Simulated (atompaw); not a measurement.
An all-electron radial function and its pseudo partner (manganese)

Columns: radius, all-electron u(r) and pseudo u(r) of the 4s shell (level -5.28 eV) of manganese in the configuration [Ne] 3s2 3p6 3d5 4s2 4p0; LDA (PW92), scalar-relativistic, PAW (atompaw) scheme, atompaw 4.2.0.5.

| r (bohr) | all-electron | pseudo |
| --- | --- | --- |
| 0.071 | -0.0226 | -0.1878 |
| 0.142 | 0.1366 | -0.3668 |
| 0.213 | 0.1592 | -0.5286 |
| 0.285 | 0.0790 | -0.6679 |
| 0.356 | -0.0351 | -0.7748 |
| 0.427 | -0.1412 | -0.8477 |
| 0.498 | -0.2190 | -0.8846 |
| 0.569 | -0.2629 | -0.8856 |
| 0.640 | -0.2749 | -0.8526 |
| 0.712 | -0.2601 | -0.7885 |
| 0.783 | -0.2252 | -0.7000 |
| 0.854 | -0.1761 | -0.5925 |
| 0.925 | -0.1179 | -0.4725 |
| 0.996 | -0.0546 | -0.3462 |
| 1.067 | 0.0107 | -0.2197 |
| 1.138 | 0.0758 | -0.0981 |
| 1.210 | 0.1399 | 0.0163 |
| 1.281 | 0.1999 | 0.1172 |
| 1.352 | 0.2562 | 0.2052 |
| 1.423 | 0.3082 | 0.2799 |
| 1.494 | 0.3557 | 0.3422 |
| 1.565 | 0.3987 | 0.3935 |
| 1.637 | 0.4377 | 0.4364 |
| 1.708 | 0.4718 | 0.4717 |
| 1.779 | 0.5017 | 0.5017 |
| 1.850 | 0.5276 | 0.5276 |

Question: How many radial nodes do the two functions have?

Answer: The all-electron 4s function has n − l − 1 = 3; the pseudo-wave has 1, since 1 lower shell of the same l stays in the valence.

Question: Is the pseudo-wave norm-conserving?

Answer: No, it belongs to a PAW set: the norm inside the radius is not constrained, and the difference is carried by the augmentation charge.
